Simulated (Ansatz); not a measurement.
`C[SiH](C)[SiH2]F` + `[SiH3]P` → `F[SiH2]P[SiH3]` + `C[SiH2]C` at 700 K and 1 bar (cleavage of the Si–Si bond).

Isolated molecules relaxed with PBE0-D4/def2-TZVP in Ansatz; ΔE leaves out vibrations. CCSD(T)/CBS adds triple-zeta CCSD(T) − MP2 to the extrapolated MP2 energy (def2 sets, frozen cores). This one scheme is used for every species. Each species was taken in one conformer, which may not be the lowest.

```tsv
species	CCSD(T)/CBS energy (Eh)	H − E (kJ/mol)	S (J/(mol·K))
`C[SiH](C)[SiH2]F`	-759.55313	369.8	541.9
`[SiH3]P`	-633.00997	162.4	357.3
`F[SiH2]P[SiH3]`	-1022.56126	226.2	489.1
`C[SiH2]C`	-370.01595	305.7	403.3
```

H − E and S are ideal-gas, rigid-rotor, harmonic terms from PBE0-D4/def2-TZVP, for one conformer and one mirror image of each species. 1 Eh = 2625.50 kJ/mol, R = 8.31446 J/(mol·K).

**Question.** By hand: ΔE, ΔH, ΔS and ΔG.

**Answer.** ΔE = (-1022.56126) + (-370.01595) − (-759.55313) − (-633.00997) = -0.01411 Eh = -37.0 kJ/mol. Δ(H − E) = 226.2 + 305.7 − 369.8 − 162.4 = -0.3, so ΔH = -37.3 kJ/mol. ΔS = 489.1 + 403.3 − 541.9 − 357.3 = -6.8 J/(mol·K). ΔG = -37.3 − 700 × (-6.8)/1000 = -32.5 kJ/mol.

**Question.** By hand: the equilibrium constant, and the temperature at which ΔG would vanish if ΔH and ΔS stayed fixed.

**Answer.** log₁₀ K = −ΔG/(RT ln 10) = 2.4. ΔG = 0 at ΔH/ΔS = 5485 K, far beyond where these terms or the molecules hold.

The number of gas molecules stays the same, so ΔS is small and ΔH decides. A doubt of 5 kJ/mol in ΔE shifts log₁₀ K by 0.4 here. Other conformers and mirror images would add mixing entropy, several J/(mol·K) or more a flexible species. Modes under 60 cm⁻¹, often nearly free rotors, make the harmonic entropy too high. These are equilibria of isolated gas molecules and say nothing of rates. Largest T1 diagnostic: 0.013 (customary marks: 0.02 for closed shells, 0.045 for open ones).
